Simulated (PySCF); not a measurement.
**TlH: from constants to spectrum**

RHF-CCSD(T) constants of TlH, ¹Σ⁺ (singlet), closed shell (Tl def2-SVPD with ECP60, H def2-SVPD; scalar-relativistic core potentials (PySCF 2.14); masses 204.9744 and 1.0078 u):

```
ωe              : 1333.1 cm⁻¹
ωexe            : 20.6 cm⁻¹
Be              : 4.5989 cm⁻¹
αe              : 0.132 cm⁻¹
D (centrifugal) : 0.000219 cm⁻¹
De to Tl + H    : 2.47 eV
```

Problem. Give the band origin of the fundamental and the first lines of its P and R branches.

Solution. ν0 = ωe − 2ωexe = 1291.9 cm⁻¹, B0 = 4.5329, B1 = 4.4009 cm⁻¹.

```csv
J″,P(J″) − ν0,R(J″) − ν0
0,,8.801
1,-9.065,17.333
2,-18.389,25.590
3,-27.966,33.567
4,-37.791,41.259
5,-47.860,48.662
6,-58.166,55.768
```

Problem. Near which J would the R branch turn back, without centrifugal distortion?

Solution. At J ≈ (B0 + B1)/(2(B0 − B1)) − 1 ≈ 33.

Correlated steps freeze 4 core orbitals. Correlated levels converge slowly with the basis: in double zeta they bind strong bonds too weakly, by up to about 1 eV, and carry superposition errors of some tenths. These are scalar-relativistic numbers at best; spin–orbit coupling would shift them, the dissociation energy most. Where the molecule has an RHF reference, its open-shell atoms are computed with UHF.
